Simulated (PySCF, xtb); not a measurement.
2-methylbut-2-ene (C₅H₁₀), SMILES C(=C(C)C)C.

GFN2-xTB run with xtb at its own geometry gives an orbital gap of 5.17 eV and a dipole moment of 0.32 D.

The structure is a stationary point at B3LYP-D3(BJ)/def2-SVP.

### Question
What does PBE/def2-TZVP (PySCF) give? (An estimate is asked for; the answer gives what the named calculation found.)

### Answer
gap 5.24 eV (levels -5.51 and -0.26 eV), dipole 0.20 D.
